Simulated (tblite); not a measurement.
Compound: C4H8OSSi.
Numbering: `[CH3:1][O:2][CH2:3][C:4]1=[CH:5][SiH2:6][S:7]1` (hydrogens: H8, H9, H10 on C1; H11, H12 on C3; H13 on C5; H14, H15 on Si6)

Structure used (GFN2-xTB), in Å, numbered top down from 1:
```xyz
15
C4H8OSSi angstrom
C     -2.238   -0.294   -0.371
O     -1.792    0.242    0.851
C     -0.710    1.130    0.710
C      0.590    0.450    0.441
C      0.956   -0.834    0.609
Si     2.721   -0.713    0.017
S      1.963    1.364   -0.199
H     -2.619    0.496   -1.030
H     -1.441   -0.833   -0.893
H     -3.044   -0.983   -0.128
H     -0.638    1.672    1.660
H     -0.904    1.867   -0.085
H      0.314   -1.607    0.996
H      3.042   -1.222   -1.307
H      3.796   -0.728    0.994
```

Calculated harmonic vibrations of the isolated species, GFN2-xTB (tblite), most abundant isotopes, no scaling. Against measured fundamentals such values can be off by several per cent, at times by over 20. Modes of hydrogen on silicon can be 10 to 20 % off. One conformer, not necessarily the lowest.

Harmonic wavenumbers (cm⁻¹): 48.7, 96.1, 142.8, 164.3, 212.0, 322.4, 397.3, 404.9, 425.2, 460.7, 500.5, 509.7, 579.6, 723.6, 739.8, 764.1, 832.9, 933.3, 969.9, 1041.9, 1109.1, 1131.4, 1145.8, 1153.5, 1242.7, 1317.8, 1404.5, 1429.3, 1469.3, 1490.6, 1576.8, 2335.0, 2343.7, 2858.2, 2901.9, 2928.7, 2933.8, 3030.7, 3100.0.

A = 3748, B = 1066, C = 914.2 MHz; mass 132.007 u (most abundant isotopes); point group C1, symmetry number 1.

What is the zero-point energy?

Half the sum of the wavenumbers: 23586 cm⁻¹ = 67.44 kcal/mol.

Give the ideal-gas entropy at 298.15 K and 1 bar in the rigid-rotor, harmonic-oscillator model (classical rotation).

Translation 40.57, rotation 28.87, vibration 23.94: S = 93.4 cal/(mol K).

And Cp and H(298.15 K) − H(0)?

Cp = 34.17 cal/(mol K), of which vibrations give 26.22 (their classical limit is 39 R = 77.5); H(298.15 K) − H(0) = 6.25 kcal/mol without the zero-point energy, 3.88 from vibrations.

Which modes carry the vibrational entropy at 298.15 K?

48.7 cm⁻¹: 4.87; 96.1 cm⁻¹: 3.53; 142.8 cm⁻¹: 2.77; 164.3 cm⁻¹: 2.50; 212.0 cm⁻¹: 2.03; 322.4 cm⁻¹: 1.30 cal/(mol K); the other 33 give 6.95 together.

Blend soft modes into free rotors: weight 1/[1 + (100 cm⁻¹/ν̃)⁴] for the oscillator and the rest for a rotor with moment μB/(μ + B), μ = h/(8π²ν), B = 10⁻⁴⁴ kg m². What vibrational entropy results?

22.31 cal/(mol K) in place of 23.94, which changes −T·S at 298.15 K by +0.48 kcal/mol.

How do the functions run with temperature in this model?

```csv
T (K),S (cal/(mol K)),Cp (cal/(mol K)),H − H(0) (kcal/mol),G − H(0) (kcal/mol),ln q(vib)
150,74.8,21.2,2.13,-9.09,2.30
250,87.7,30.1,4.70,-17.23,4.45
400,104.5,41.9,10.13,-31.68,7.74
600,123.8,53.2,19.71,-54.56,12.02
900,147.6,64.0,37.45,-95.41,17.98
```

q(vib) and H(0) count from the zero-point level.

What must be added to the electronic energy to get the Gibbs energy at 298.15 K and 1 bar?

ZPE + [H(298.15 K) − H(0)] − T·S = 67.44 + 6.25 − 27.84 = 45.85 kcal/mol.

Hindered rotation and anharmonicity are outside this model. Other conformers, if any are populated, would add a mixing term that is left out. The structure is chiral; the term R ln 2 for an equal mix with its mirror image is left out.
